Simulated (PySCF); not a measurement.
Geometry:
| atom | x (Å) | y (Å) | z (Å) |
| --- | --- | --- | --- |
| N1 | 2.040 | -0.273 | 0.934 |
| Si2 | 1.143 | 0.000 | -0.534 |
| C3 | -0.201 | -1.330 | -0.711 |
| C4 | -1.381 | -0.931 | 0.186 |
| C5 | -1.890 | 0.481 | -0.142 |
| Si6 | -0.418 | 1.699 | -0.129 |
| H7 | 2.685 | -1.054 | 0.994 |
| H8 | 2.416 | 0.529 | 1.428 |
| H9 | 1.976 | 0.089 | -1.783 |
| H10 | 0.182 | -2.332 | -0.453 |
| H11 | -0.521 | -1.376 | -1.768 |
| H12 | -2.203 | -1.663 | 0.100 |
| H13 | -1.051 | -0.965 | 1.240 |
| H14 | -2.698 | 0.792 | 0.539 |
| H15 | -2.316 | 0.494 | -1.162 |
| H16 | -0.564 | 2.783 | -1.150 |
| H17 | -0.234 | 2.344 | 1.212 |

Geometry: PBE0-D3(BJ)/def2-SVP; GIAO shifts from PySCF 2.14, gas phase, non-relativistic, averaged over equivalent atoms.

At PBE/pcSseg-1 (171 basis functions, 30 s wall time on 1 thread of an x86-64 server CPU, shared host):
```tsv
atoms	δ (ppm)
N1	13.2
Si2	-16.2
Si6	-68.1
C4	27.8
C3	23.7
C5	13.2
H9	5.50
H16	3.82
H17	3.64
H12	2.30
H13	1.62
H14	1.52
H10	1.35
H15	0.43
H11	0.19
H7/H8	-0.12
```

References, each an isolated molecule treated in the same way: ¹⁵N (σ = 265.06 ppm) vs NH3; ²⁹Si (σ = 334.61 ppm), ¹³C (σ = 180.03 ppm), ¹H (σ = 31.20 ppm) vs TMS.

**Question.** Predict the values at WP04/pcSseg-1 on the same geometry.

**Answer.** 
```tsv
atoms	δ at WP04/pcSseg-1	change
N1	4.4	-8.8
Si2	-16.8	-0.6
Si6	-52.4	+15.7
C4	28.0	+0.2
C3	20.8	-2.9
C5	13.4	+0.2
H9	4.45	-1.05
H16	3.13	-0.69
H17	3.03	-0.61
H12	2.04	-0.26
H13	1.45	-0.17
H14	1.20	-0.32
H10	1.06	-0.29
H15	0.33	-0.10
H11	0.12	-0.07
H7/H8	0.05	+0.17
```

Scale: ¹⁵N (σref 246.90) against NH3; ²⁹Si (σref 338.69) and ¹³C (σref 172.44) and ¹H (σref 31.56) vs TMS (reference shieldings calculated alike).

The largest change is at Si6 (silicon bonded to C, Si, 2 H, in a 5-membered ring). Cost: 171 basis functions, 16 s wall time on 1 thread of an Arm Neoverse V2, shared host. The order of the carbon signals is the same at both levels.

Experimental scales use liquid or dissolved standards, which lie at an offset from isolated NH3 (liquid NH3: subtract about 20 ppm).
